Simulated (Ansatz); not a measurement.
Mulliken charges of H₄O₂S₂Ti, SMILES `[OH][Ti]([OH])([SH])[SH]` from B3LYP/def2-TZVPP in Ansatz (PBE0-D4/def2-TZVP geometry).

| atom | x (Å) | y (Å) | z (Å) | charge (e) |
| --- | --- | --- | --- | --- |
| O1 | 0.137 | 0.672 | -1.444 | -0.464 |
| Ti2 | 0.256 | -0.139 | 0.129 | 0.858 |
| O3 | 1.899 | -0.601 | 0.594 | -0.455 |
| S4 | -1.114 | -1.989 | 0.076 | -0.283 |
| S5 | -0.421 | 1.294 | 1.792 | -0.276 |
| H6 | -0.013 | 1.551 | -1.793 | 0.203 |
| H7 | 2.796 | -0.568 | 0.259 | 0.194 |
| H8 | -1.747 | -1.517 | -1.014 | 0.114 |
| H9 | -1.704 | 1.250 | 1.383 | 0.109 |

Problem. By hand: the dipole of these point charges (1 e Å = 4.8032 D).

Solution. Σ q r = (-0.122, 0.216, -0.284) e Å, of length 0.377 e Å = 1.81 D.

Problem. How does the dipole of the full density compare? (Estimate.)

Solution. Ansatz gave: (0.215, 0.357, -0.499) e Å, 3.12 D; the point charges give 0.58 times that, at 38° from its direction.

Point charges leave out the atoms' own dipoles, such as those of lone pairs, and Mulliken's split depends on the basis, so the two needn't agree.

B3LYP here is the variant with VWN-RPA as its local correlation; programs differ in this.
